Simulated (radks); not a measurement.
Ionisation of neutral mercury, [Hg], to [Xe] 4f14 5d10 6s1 as the strength of local exchange is varied. Method: Dirac Kohn-Sham, Slater X-alpha exchange (alpha = 2/3 is LDA exchange), no correlation, spin-unpolarised, spherical densities, finite nucleus; Fermi nuclear charge, rms radius 5.4648 fm; computed with a radial shooting solver on a logarithmic mesh with Libxc functionals.

alpha  E(Hg) (hartree)  exchange (hartree)  IE (eV)  -e of the level emptied (eV)  <r> of it (bohr)
0.629      -19618.1958           -333.9190    9.586                 5.751 (6s1/2)             2.752
0.654      -19631.4724           -347.4409    9.794                 5.939 (6s1/2)             2.735
0.667      -19638.3801           -354.4798    9.903                 6.038 (6s1/2)             2.726
0.677      -19643.6954           -359.8979    9.987                 6.115 (6s1/2)             2.719
0.741      -19677.7495           -394.6456   10.534                 6.614 (6s1/2)             2.676
0.785      -19701.1980           -418.6069   10.917                 6.965 (6s1/2)             2.648
0.851      -19736.4263           -454.6594   11.503                 7.506 (6s1/2)             2.607
0.938      -19782.9651           -502.3852   12.295                 8.241 (6s1/2)             2.555

NIST Atomic Spectra Database: 10.438 eV (measured). The Delta-SCF value meets it near alpha = 0.73. Spin polarisation and multiplet splitting are left out, so open shells lie too high by an amount that depends on their filling.

Beside tabulated values, note that spin-unpolarised runs miss the spin-polarisation part of the exchange energy of open shells.
